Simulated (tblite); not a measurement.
C4H3NO2 (charge -1 and doublet state).
Structure used (GFN2-xTB), in Å, numbered top down from 1:
```xyz
10
C4H3NO2 angstrom
O     -2.4936    0.8241    0.3564
C     -1.8289   -0.1963    0.0307
C     -0.4291   -0.2834   -0.0626
C      0.5229    0.7609    0.1906
C      1.7296    0.2052   -0.0279
O      1.6077   -1.0982   -0.3971
N      0.2307   -1.4160   -0.4215
H     -2.3622   -1.1400   -0.2140
H      0.2968    1.7648    0.4906
H      2.7350    0.5836    0.0324
```

Computed with GFN2-xTB (tblite): harmonic, unscaled wavenumbers at the GFN2-xTB geometry, gas phase. Against measured fundamentals such values can be off by several per cent, at times by over 20. One conformer, not necessarily the lowest. Open shells enter through the occupations alone, without spin polarisation, and single modes of such species can be off by tens of per cent.

Harmonic wavenumbers (cm⁻¹): 175.9, 194.9, 255.1, 488.9, 502.2, 594.1, 719.0, 728.9, 783.4, 814.4, 827.5, 927.9, 969.6, 1029.6, 1091.3, 1212.5, 1292.5, 1342.6, 1389.6, 1557.9, 1612.2, 2682.8, 3097.9, 3157.5.

A = 8430, B = 2007, C = 1621 MHz; mass 97.016 u (most abundant isotopes); point group Cs, symmetry number 1; spin multiplicity 2.

Task: Zero-point energy?

Result: ½Σν̃ = 13724 cm⁻¹ = 164.18 kJ/mol.

Task: Entropy at 500 K, 1 bar (ideal gas, RRHO, classical rotation)?

Result: Translation 176.66, rotation 118.84, vibration 83.67, spin (R ln 2) 5.76: S = 384.9 J/(mol K).

Task: And Cp and H(500 K) − H(0)?

Result: Cp = 138.86 J/(mol K), of which vibrations give 105.60 (their classical limit is 24 R = 199.5); H(500 K) − H(0) = 41.43 kJ/mol without the zero-point energy, 24.80 from vibrations.

Task: How do the functions run with temperature in this model?

Result: 
| T (K) | S (J/(mol K)) | Cp (J/(mol K)) | H − H(0) (kJ/mol) | G − H(0) (kJ/mol) | ln q(vib) |
| --- | --- | --- | --- | --- | --- |
| 150 | 274.3 | 57.2 | 6.34 | -34.80 | 0.49 |
| 250 | 309.1 | 82.2 | 13.27 | -64.01 | 1.34 |
| 298.15 | 324.7 | 94.9 | 17.53 | -79.28 | 1.81 |
| 400 | 356.1 | 119.4 | 28.48 | -113.96 | 2.93 |
| 600 | 411.7 | 154.1 | 56.11 | -190.88 | 5.30 |
| 900 | 480.3 | 183.4 | 107.21 | -325.07 | 8.86 |

q(vib) and H(0) count from the zero-point level.

Task: Which modes carry the vibrational entropy at 500 K?

Result: 175.9 cm⁻¹: 14.06; 194.9 cm⁻¹: 13.23; 255.1 cm⁻¹: 11.07; 488.9 cm⁻¹: 6.13; 502.2 cm⁻¹: 5.94; 594.1 cm⁻¹: 4.80 J/(mol K); the other 18 give 28.43 together.

Task: What must be added to the electronic energy to get the Gibbs energy at 500 K and 1 bar?

Result: ZPE + [H(500 K) − H(0)] − T·S = 164.18 + 41.43 − 192.46 = 13.15 kJ/mol.

Hindered rotation and anharmonicity are outside this model. Other conformers, if any are populated, would add a mixing term that is left out.

On Arm Neoverse V2, one thread, on a shared host, this took 0.15 s wall. This covers the Hessian and the dipole derivatives.
